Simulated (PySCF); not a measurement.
# [Dy(NH3)2]3+ relaxed at several levels

Computed with PySCF 2.14.0, def2-SVP on the ligands, density fitting, scalar-relativistic core potentials, no spin-orbit coupling, vacuum. Each row is relaxed at its own level from the same template. Distances are means of the shortest metal–ligand contacts, charges and spins Mulliken's; removal energies are rigid, with the ligand's formal charge and no counterpoise, so too large; for an anion taken off a cation in vacuum most of it is the attraction of opposite charges, and multiply charged cations can part far more cheaply with an electron moved from ligand to metal. lcecp potentials hold a fixed number of 4f electrons in the core, out of states, spins and gaps.

```csv
level,basis on the metal,point group,M–NH3 (Å),charge on M (e),removal of one NH3 (eV),"strongest infrared band, degenerate modes summed (cm⁻¹)",unstable modes (below −25 cm⁻¹)
B3LYP,lcecp-1-SVP with ECP55,C1,2.372,2.07,4.80,3254,0
```

Question: What does the calculation give for PBE, lcecp-1-SVP with ECP55?

Answer: point group: C1, M–NH3 (Å): 2.363, charge on M (e): 2.00, removal of one NH3 (eV): 4.93, unstable modes (below −25 cm⁻¹): 1 (soft).
```xyz
9

Dy    0.1187    1.1575    0.0002
N    -0.0194   -0.1859    1.9392
H     0.7582   -0.0471    2.6342
H    -0.8763   -0.0381    2.5317
H    -0.0165   -1.2269    1.7990
N    -0.0210   -0.1853   -1.9400
H     0.7751   -0.8525   -2.1043
H    -0.8621   -0.8108   -2.0160
H    -0.0552    0.3517   -2.8440
```

Members with unstable modes aren't minima as they stand: saddle points kept by symmetry or, where the modes are soft, flat surfaces and noise. Moved off a saddle point of the template and relaxed again: B3LYP, PBE. One start shape was tried for each, so a minimum needn't be the lowest isomer.
